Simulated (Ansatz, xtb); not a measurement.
C5H3Cl3: which of two isomers lies lower

We compare a, `C#C/C=C(/Cl)C(Cl)Cl`, a singlet, with b, `ClC1=C[C@H](Cl)C(Cl)=C1`, a singlet. Both are isolated molecules in the gas phase, relaxed with PBE0-D3(BJ)/def2-SVP, each in the lowest conformer that the search found.

Question: Which of the two would you expect CCSD(T)/def2-SVP + ΔMP2/def2-TZVPP electronic energies to favour?

Answer: Structure b; the calculation gives E(b) − E(a) = −1.432 eV.

How the difference moves with the method:

```json
{"level": "GFN2-xTB", "geometry": "GFN2-xTB", "E(b) − E(a) (eV)": "−1.722", "departure from the last row (eV)": "−0.290", "job, with rough time for the two": "optimisation, 0.19 s"}
{"level": "HF/STO-3G", "geometry": "GFN2-xTB", "E(b) − E(a) (eV)": "−2.124", "departure from the last row (eV)": "−0.692", "job, with rough time for the two": "single point, 0.48 s"}
{"level": "r2SCAN-D4/def2-SVP", "geometry": "GFN2-xTB", "E(b) − E(a) (eV)": "−1.622", "departure from the last row (eV)": "−0.190", "job, with rough time for the two": "single point, 4.6 s"}
{"level": "PBE0-D3(BJ)/def2-SVP", "geometry": "PBE0-D3(BJ)/def2-SVP", "E(b) − E(a) (eV)": "−1.736", "departure from the last row (eV)": "−0.304", "job, with rough time for the two": "optimisation, 34 s"}
{"level": "HF/def2-SVP", "geometry": "PBE0-D3(BJ)/def2-SVP", "E(b) − E(a) (eV)": "−1.443", "departure from the last row (eV)": "−0.011", "job, with rough time for the two": "part of the CCSD(T) run"}
{"level": "MP2/def2-SVP", "geometry": "PBE0-D3(BJ)/def2-SVP", "E(b) − E(a) (eV)": "−1.469", "departure from the last row (eV)": "−0.037", "job, with rough time for the two": "part of the CCSD(T) run"}
{"level": "CCSD(T)/def2-SVP", "geometry": "PBE0-D3(BJ)/def2-SVP", "E(b) − E(a) (eV)": "−1.475", "departure from the last row (eV)": "−0.042", "job, with rough time for the two": "single point"}
{"level": "CCSD(T)/def2-SVP + ΔMP2/def2-TZVPP", "geometry": "PBE0-D3(BJ)/def2-SVP", "E(b) − E(a) (eV)": "−1.432", "departure from the last row (eV)": "", "job, with rough time for the two": "single point, 76 s"}
```

As drawn, b has 1 C=C, 1 C–C in place of 1 C≡C. Structure a has no ring, b a 5-membered ring.

The levels shown agree on the order. The largest departure from CCSD(T)/def2-SVP + ΔMP2/def2-TZVPP is that of HF/STO-3G, 0.692 eV. The last row adds to CCSD(T) the change of the MP2 difference between the two basis sets, here +0.042 eV.

With thermal terms from frequencies at re-optimised GFN2-xTB minima (ideal gas, soft modes damped towards free rotors, one conformer each, 298.15 K, 1 atm): the zero-point term adds +0.095 eV; ΔH is −1.378 and ΔG −1.294 eV.

The correlated steps freeze 20 core orbitals. Mirror images aren't counted in ΔG. Codes used: Ansatz 0.2.0, xtb 6.7.1; the last row on 4 threads of Arm Neoverse V1 on a shared host.
